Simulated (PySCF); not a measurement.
**HAs(OH) + O₂ → AsO₂ + H₂O**

Level: PBE0 in the def2-TZVP basis family, all electrons, no relativity, computed in PySCF with density fitting; open shells unrestricted.

| species | state and structure | ZPE (kJ/mol) | H(298 K) − H(0) (kJ/mol) | S° (J/(mol K)) |
| --- | --- | --- | --- | --- |
| HAs(OH) | doublet, Cs, As–H 1.539 Å, As–O 1.789 Å, O–H 0.960 Å; As–O–H 112.1°, H–As–O 96.8° | 52.7 | 11.6 | 264.9 |
| O₂ | triplet, D∞h, O–O 1.193 Å | 10.3 | 8.7 | 204.9 |
| AsO₂ | doublet, C2v, As–O 1.626 Å (×2); O–As–O 126.4° | 12.5 | 11.4 | 269.2 |
| H₂O | singlet, C2v, O–H 0.960 Å (×2); H–O–H 105.1° | 56.5 | 9.9 | 188.7 |

(1) Is the gas-phase reaction uphill or downhill in electronic energy at this level, and by how much?

(2) Add zero-point, thermal and entropy terms for 298.15 K and 1 bar.

Results:

(1) At PBE0/def2-TZVP, ΔE = -199.1 kJ/mol, downhill. 

(2) ΔZPE = 6.0 and Δ[H(298) − H(0)] = 1.0 kJ/mol give ΔH° = -192.1 kJ/mol. ΔS° = -11.9 J/(mol K), so ΔG° = -192.1 − 298.15 × (-0.0119) = -189 kJ/mol.

Only the bonding shown was studied: isomers, or loss of a ligand pair, can lie lower.
